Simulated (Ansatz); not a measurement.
Relaxation of Mg4⁺ with UKS PBE0/def2-TZVP.

```sh
$ ansatz run in.yaml --threads 4 --pin off --events-out ev --progress --plain --max-ram 3916MiB
```

```yaml
crystal:
  periodic: [false, false, false]
  atoms:
    - {symbol: Mg, position_ang: [0.193320, 1.363650, -1.459940]}
    - {symbol: Mg, position_ang: [-1.279370, 1.097100, 1.014410]}
    - {symbol: Mg, position_ang: [1.811670, -0.741230, -0.282410]}
    - {symbol: Mg, position_ang: [-0.725620, -1.719520, 0.727940]}
basis:
  gaussian: {orbitals: def2-TZVP}
total_charge: 1
magnetization: {spin_polarized: true, initial_magnetization: 1}
hamiltonian: {xc: pbe0}
scf: {lower_state_search: "off"}
output: {orbitals: {seedname: orbitals}}
relax: {f_tol: 0.02, max_steps: 100}
```

Run time 12 s (4 threads of Arm Neoverse V1 on a shared host).

Positions (Å) and forces (eV/Å) at steps 1, 2, 4, 6 of 6:

```xyz
4
step=1 energy=-21760.0696 eV
Mg    0.193    1.364   -1.460   -0.088    0.117   -0.415
Mg   -1.279    1.097    1.014   -0.073    0.283    0.351
Mg    1.812   -0.741   -0.282    0.395   -0.017    0.137
Mg   -0.726   -1.720    0.728   -0.234   -0.383   -0.073
4
step=2 energy=-21760.1815 eV
Mg    0.135    1.323   -1.545   -0.067    0.017   -0.204
Mg   -1.213    1.137    1.096    0.010    0.130    0.181
Mg    1.863   -0.695   -0.197    0.180    0.020    0.100
Mg   -0.785   -1.765    0.645   -0.123   -0.167   -0.078
4
step=4 energy=-21760.2403 eV
Mg    0.016    1.181   -1.631    0.001   -0.020    0.027
Mg   -1.065    1.178    1.215    0.013   -0.016   -0.017
Mg    1.909   -0.596   -0.038   -0.028    0.008   -0.002
Mg   -0.861   -1.763    0.454    0.015    0.029   -0.008
4
step=6 energy=-21760.2414 eV
Mg    0.005    1.152   -1.619   -0.002    0.002   -0.005
Mg   -1.049    1.174    1.217    0.000    0.003    0.003
Mg    1.901   -0.586   -0.028    0.004    0.000    0.002
Mg   -0.857   -1.740    0.430   -0.002   -0.005   -0.001
```

The relaxation made no stability test and no search for a lower SCF solution. The structure comes from a short search, and lower isomers may exist.
